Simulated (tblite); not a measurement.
Species: C₅H₈F₃PSe.
Atom-mapped SMILES: `[F:1][C:2]([F:3])([F:4])[C@@H:5]1[CH2:6][CH2:7][P@@H:8](=[Se:9])[CH2:10]1` (hydrogens: H11 on C5; H12, H13 on C6; H14, H15 on C7; H16 on P8; H17, H18 on C10)

Computed with GFN2-xTB (tblite), gas phase: L-BFGS steps from a force-field or distance-geometry start until the largest atomic force falls under 0.01 eV/Å.

Geometry at step 7:
```
atom  x, y, z in Å
F1      0.9458   -0.3759    1.9542
C2      1.7057   -0.3830    0.8468
F3      2.3226   -1.5772    0.8166
F4      2.6608    0.5492    1.0323
C5      0.9190   -0.0879   -0.4261
C6      0.2470    1.2936   -0.2749
C7     -1.2693    1.1637   -0.0689
P8     -1.6989   -0.6351    0.1305
Se9    -3.4532   -1.4779   -0.6082
C10    -0.1345   -1.1553   -0.7056
H11     1.6799   -0.0700   -1.2183
H12     0.7007    1.8210    0.5679
H13     0.4567    1.8745   -1.1714
H14    -1.6122    1.7463    0.7882
H15    -1.8091    1.5348   -0.9450
H16    -1.4892   -0.8848    1.4934
H17    -0.3662   -1.1633   -1.7758
H18     0.1857   -2.1665   -0.4473
```

**Question.** Give the atomic forces at this geometry.

**Answer.** 
| atom | Fx (eV/Å) | Fy (eV/Å) | Fz (eV/Å) |
| --- | --- | --- | --- |
| F1 | 0.026 | -0.003 | -0.120 |
| C2 | 0.046 | -0.063 | 0.041 |
| F3 | -0.084 | 0.215 | -0.017 |
| F4 | -0.059 | -0.232 | 0.055 |
| C5 | 0.133 | -0.115 | 0.113 |
| C6 | -0.014 | 0.021 | -0.016 |
| C7 | -0.047 | 0.028 | -0.008 |
| P8 | 0.141 | -0.037 | 0.096 |
| Se9 | 0.135 | 0.204 | 0.013 |
| C10 | 0.071 | -0.027 | -0.047 |
| H11 | -0.126 | -0.007 | 0.042 |
| H12 | -0.061 | -0.006 | -0.067 |
| H13 | -0.076 | 0.081 | -0.010 |
| H14 | -0.032 | -0.092 | 0.008 |
| H15 | -0.063 | -0.091 | -0.001 |
| H16 | 0.079 | 0.070 | -0.182 |
| H17 | -0.070 | 0.006 | -0.024 |
| H18 | 0.000 | 0.049 | 0.125 |

The largest, 0.25 eV/Å, acts on F4 (Se9 within 3 % of it); the rms over all components is 0.087 eV/Å. The forces sum to zero within rounding, as they must for an isolated molecule in no field.

**Question.** Give the force on F4 in Eh/bohr and in nN.

**Answer.** 0.246 eV/Å ÷ 51.422 = 0.00478 Eh/bohr, and 0.246 eV/Å × 1.602 = 0.39 nN.

**Question.** How far is this geometry from the end of the optimisation?

**Answer.** 0.134 eV above it, and 0.494 Å rms away after alignment. The bonds farthest from their final lengths, with half the difference of the two atoms' forces along the bond (positive lengthens):

```csv
bond,now (Å),final (Å),force along bond (eV/Å)
C5–C6,1.544,1.534,+0.09
C7–P8,1.860,1.852,+0.02
C2–F4,1.347,1.339,-0.09
P8=Se9,2.082,2.074,-0.03
P8–H16,1.401,1.394,-0.15
C6–C7,1.536,1.530,+0.02
```

The angle farthest from its final value is C7–P8–Se9, 123.2° against 117.7°.

The cost below is that of the whole relaxation. On an Intel Xeon Platinum 8375C at 2.90 GHz with one thread, shared host with 64 logical CPUs at a one-minute load of 18, this took 1.1 s.
